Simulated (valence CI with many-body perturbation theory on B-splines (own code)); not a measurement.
**In²⁷⁺: what the settings do**

Calculated by valence CI with perturbative core correlation (CI+MBPT): four valence electrons over a frozen Dirac-Fock core [Ar], a basis of 6 s, 6 p, 5 d, 5 f, 1 g functions for each j, with the one-electron correlation potential Σ1, the two-electron term Σ2, the three-electron term Σ3, Breit, model QED; selected CI, second order for the rest, scaled by the run's own slope (own B-spline code, finite nucleus).

No measured spectrum was set against this ion. As an estimate, large intervals hold to a few tenths of a per cent, small ones and those within an open d or f shell to about a per cent. Only levels of the ground parity were solved; by the run's estimate the other parity begins above the list, which can be wrong where configurations are misplaced.

The reference run has the lowest level 3d⁴ ⁵D_0 [a] and an ionisation energy of 1496.72 eV. Its largest variational space holds 8145 state functions.

Names give the largest LS component (configuration and term), which can be under half, so a name can repeat, a term be missing and a line seem to break the LS rules; names also repeat where a configuration has a term twice. Letters in brackets count levels of one name in rising energy.

Changed runs:
A. logarithmic knot step 0.27 → 0.33
B. selection threshold (hartree) 2e-08 → 1e-05
C. correlating orbitals by l 3 3 3 3 1 → 4 4 0 0 0; size limit of the variational space 10000 → 3000; second order for the rest on → off
D. correlating orbitals by l 3 3 3 3 1 → 2 2 1 1 0; natural orbitals for correlation on → off (bad on purpose)

Excitation energies of the reference run in cm⁻¹, and shifts in cm⁻¹:

```csv
Level,Reference,A,B,C,D
3d⁴ ⁵D_1,39048,-0.3,+0.7,-822,-817
3d⁴ ⁵D_2,67405,-0.4,+85,-1018,-1020
3d⁴ ⁵D_3,86163,-0.5,+97,-845,-857
3d⁴ ⁵D_4,92311,-0.3,+142,-191,-221
3d⁴ ⁵D_0 [b],130401,-0.3,0,+339,+332
3d⁴ ³H_4,139160,-0.5,+211,0,-66
3d⁴ ³G_3,161282,-0.4,+209,+753,+659
3d⁴ ³F_2,165118,-0.3,+185,+1336,+1276
3d⁴ ³H_5,171606,-0.6,+270,+326,+231
3d⁴ ³P_1,175363,-0.4,-1.4,+916,+899
3d⁴ ³H_6,184086,-0.6,-1.1,+440,+338
3d⁴ ³G_4,201076,-0.5,+242,+843,+737
Ionisation energy (eV),1496.72,-0.0025,+0.0021,-0.26,-0.29
```
